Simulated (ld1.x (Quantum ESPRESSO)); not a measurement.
## Ranking RRKJ potentials for arsenic (As)

All share these settings but for the change named:

```
Element                 : As (Z = 33)
Generator               : ld1.x (Quantum ESPRESSO) 7.5
Type                    : norm-conserving RRKJ (Kleinman–Bylander form)
Functional              : BP86
Relativity              : scalar-relativistic
Frozen core             : [Ar]
Valence charge          : 15
Reference configuration : 3d10 4s2 4p1 (charge +2)
Partial waves           : 4p (bound): rc 1.70 bohr; 3d (bound): rc 0.95 bohr; 4s (bound): rc 1.55 bohr
Local potential         : the s channel
Core correction         : Bessel-smoothed model core inside 0.85 bohr
rho0                    : 0.001
```

Cutoff: the first of the cutoffs (Ry, on a coarse ladder) from which the occupation-weighted sum of valence levels, in a spherical-Bessel basis at the reference potential, stays within 10 and 1 mRy of its value at 400 Ry; the density cutoff is not measured.

The base gives 260 Ry.

Of 5 variants that were run, those that failed, showed a ghost or another fault, or gave nearly equal values are left out.

Task: Rank these variants from softest to hardest (loose cutoff).
A. all radii but the core radius scaled by about 0.93 (s 1.44, p 1.58, d 0.88 bohr)
B. all radii but the core radius scaled by about 1.37 (s 2.12, p 2.34, d 1.30 bohr)
C. all radii but the core radius scaled by about 1.11 (s 1.72, p 1.90, d 1.06 bohr)

Result: B (160 Ry), C (200 Ry), A (230 Ry).
